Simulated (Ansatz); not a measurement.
GaSiNH5Cl, singlet: at the end structure of a reaction step.

Input (in.yaml):

```yaml
crystal:
  periodic: [false, false, false]
  atoms:
    - {symbol: Ga, position_ang: [-1.384552, 1.112525, 0.098246]}
    - {symbol: Si, position_ang: [1.405805, -0.911115, 0.198570]}
    - {symbol: N, position_ang: [-2.116902, 0.589107, -1.370191]}
    - {symbol: H, position_ang: [0.133376, -0.396936, -0.407735]}
    - {symbol: Cl, position_ang: [-0.431438, 1.704973, 1.887785]}
    - {symbol: H, position_ang: [1.917612, -1.961723, -0.712157]}
    - {symbol: H, position_ang: [2.360959, 0.215529, 0.303810]}
    - {symbol: H, position_ang: [1.094101, -1.468531, 1.534554]}
    - {symbol: H, position_ang: [-2.978960, 1.116169, -1.532882]}
basis:
  gaussian: {orbitals: def2-TZVPP}
hamiltonian: {xc: {name: r2SCAN0}, dispersion: d4}
```

Launched with

```bash
ansatz run in.yaml --threads 4 --pin off --events-out ev --progress --plain --max-ram 9574MiB
```

Output of Ansatz 0.2.0:

```
Functional definition: r2SCAN0
  name "r2SCAN0"
  cite "Bursch, Neugebauer, Ehlert & Grimme, J. Chem. Phys. 156, 134105 (2022) doi:10.1063/5.0086040"
  cite "Furness, Kaplan, Ning, Perdew & Sun, J. Phys. Chem. Lett. 11, 8208 (2020) doi:10.1021/acs.jpclett.0c02405"
  cite "Furness, Kaplan, Ning, Perdew & Sun, J. Phys. Chem. Lett. 11, 9248 (2020) doi:10.1021/acs.jpclett.0c03077"
  parent r2scan
  parameter a = 0.25
  parameter k0 = 0.174
  parameter k1 = 0.065
  parameter a1 = 4.9479
  exchange = (1 - a)*r2scan_x(k0 = k0, k1 = k1, a1 = a1) + a*exact_x
  correlation = r2scan_c
1479 factors; their error is unknown
mean field evaluation 1: about -74335.0690 eV, gradient 7.3e1 eV
mean field evaluation 2: about -74247.7273 eV, gradient 1.6e2 eV
mean field evaluation 4: about -74346.0382 eV, gradient 1.3e1 eV
mean field evaluation 8: about -74346.3488 eV, gradient 2.7e-1 eV
mean field evaluation 16: about -74346.5834 eV, gradient 3.5e-4 eV
mean field -74346.58342508 eV, -2732.1865469474 hartree, gradient 6.7e-5 eV, S^2 0.000000; 0 other end points of the search recorded, 0 dependent functions left out
reference -74346.58343600 eV, -2732.1865473487 hartree; 37, 37 occupied and 196, 196 virtual orbitals, 1479 factors
Total energy: -74346.64624348 eV, -2732.1888554810 hartree
```

The run took about 4.2 s on 4 CPU threads of an Arm Neoverse V2 (shared host).
